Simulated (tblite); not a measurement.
C2H6Si, triplet, geometry from GFN2-xTB (the spin is typed, not shown lowest); GFN1-xTB with ALPB(water) in tblite 0.6.0.

Input for tblite:
```
$ tblite run mol.xyz --method gfn1 --charge 0 --spin 2 --alpb water --json tblite.json --no-restart

# file mol.xyz
9

Si    -0.22557279     0.10048843     0.54354598
C      0.80815630     1.43062728    -0.36562619
H      0.89963295     2.32514890     0.24010217
H      0.33915249     1.70441352    -1.30816930
H      1.80852352     1.06063375    -0.57935784
C     -0.50782834    -1.56441774    -0.35805176
H      0.44090874    -2.05191612    -0.57148623
H     -1.02846229    -1.40813635    -1.30029770
H     -1.10370406    -2.23423906     0.25163281
```

**Question.** What does tblite print? Leave out banner, timings and long lists.

**Answer.** 
```
xTB calculator
 | screened Coulomb repulsion
 | Coulomb electrostatics
 |  * isotropic Klopman-Ohno-Mataga-Nishimoto electrostatics
 |  * onsite third-order electrostatics
 | DFT-D3(BJ) dispersion correction
 | Interactions (3)
 | [1] alpb/gbsa reaction field model
 | [2] cds contribution to solvation
 | [3] empirical free energy shift and standard state/solvent correction

halogen bonding energy    0.0000000000000E+00 Eh
repulsion energy          1.2312173769792E-01 Eh
dispersion energy        -2.3336207910506E-03 Eh
interaction energy        1.0871964675883E-03 Eh
number of electrons       1.8000000000000E+01 e
integral cutoff           2.8146159136829E+01 bohr

------------------------------------------------------------
  cycle        total energy    energy error   density error
------------------------------------------------------------
      1     -9.131496744843  -9.2533721E+00   5.0901047E-01
      2     -9.131855173558  -3.5842871E-04   3.0126488E-01
      3     -9.131867998182  -1.2824623E-05   6.8840458E-03
      4     -9.131875006991  -7.0088096E-06   1.2167644E-03
      5     -9.131875431930  -4.2493876E-07   3.3152350E-04
      6     -9.131875434271  -2.3413111E-09   1.1827505E-04
      7     -9.131875440392  -6.1204677E-09   8.1171420E-06
------------------------------------------------------------

electronic energy        -9.2537507537664E+00 Eh
total energy             -9.1318754403919E+00 Eh

Post processing:
 | Mayer-Wiberg bond orders

[Info] JSON dump of results written to 'tblite.json'
```
